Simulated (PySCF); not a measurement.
Match each property card to its molecule.

Structures:
1. `CC(OC1[SiH2]C[SiH2]1)C`
2. `N#Cc1c(F)c(F)c(F)c(F)c1F`
3. `C[O][Al]([O]C)[O]C`

Card P (geometry PBE0-D3(BJ)/def2-SVP):
- Rotational constants A, B, C: 1.876, 1.848, 0.948 GHz
- Static isotropic polarisability (wB97X-D/def2-SVPD): 71.0 au
- Vertical ionisation energy (ΔSCF wB97X-D/def2-SVPD): 10.13 eV
- Lowest singlet excitation (TDDFT wB97X-D/def2-SVPD): 6.56 eV (189 nm, f = 0.000 summed over 2 states within 0.01 eV)
- Lowest triplet excitation (Tamm–Dancoff) (TDA wB97X-D/def2-SVPD): 6.41 eV
- HOMO energy (wB97X-D/def2-SVPD): -9.87 eV

Card Q (geometry PBE0-D3(BJ)/def2-SVP):
* Rotational constants A, B, C: 1.031, 0.767, 0.440 GHz
* Static isotropic polarisability (wB97X-D/def2-SVPD): 88.3 au
* Point group: C2v
* Largest of the computed one-bond spin–spin couplings (means over like bonds) (B3LYP/pcJ-1): 19F–13C -330.4, 19F–13C -330.3 (×2), 19F–13C -321.5 (×2) Hz
* Dipole moment (wB97X-D/def2-SVPD): 2.85 D

Card R (geometry PBE0-D3(BJ)/def2-SVP):
- Rotational constants A, B, C: 2.638, 0.784, 0.711 GHz
- Static isotropic polarisability (CAM-B3LYP/def2-SVPD): 117.5 au
- Strongest line among the 10 lowest singlet transitions (TDDFT CAM-B3LYP/def2-SVPD): S7 at 7.36 eV (168 nm, f = 0.090)
- Core binding energies (ΔSCF SCAN, pcX-2 on the ionised atom, pcseg-1 elsewhere, spin-free X2C, 2p3/2 from a spin–orbit splitting computed afterwards within the 2p shell): Si2p3/2 106.3 (×2), C1s 289.6, C1s 290.5 (×2), C1s 290.7, C1s 291.8, O1s 537.8, Si1s 1846.1 (×2) eV
- Vertical ionisation energy (ΔSCF CAM-B3LYP/def2-SVPD): 8.88 eV

Each SMILES stands for a single optimised conformer of the isolated species, non-relativistic unless stated; the electronic structure was computed with PySCF and density fitting.

**Question.** Which card belongs to which structure?

**Answer.** P = 3, Q = 2, R = 1. What ties each card to its structure:
- 1 (card R), C5H14OSi2, monoisotopic mass 146.1 u, 8 heavy atoms: core lines of C, O and Si; an asymmetric top with C = 0.711 GHz; polarisability 117.5 au for 80 electrons.
- 2 (card Q), C7F5N, monoisotopic mass 193.0 u, 13 heavy atoms: point group C2v; an asymmetric top with C = 0.440 GHz, the lowest such constant on the cards; polarisability 88.3 au for 94 electrons; dipole 2.85 D.
- 3 (card P), C3H9AlO3, monoisotopic mass 120.0 u, 7 heavy atoms: a nearly oblate symmetric top with C = 0.948 GHz, the highest such constant on the cards; polarisability 71.0 au for 64 electrons.
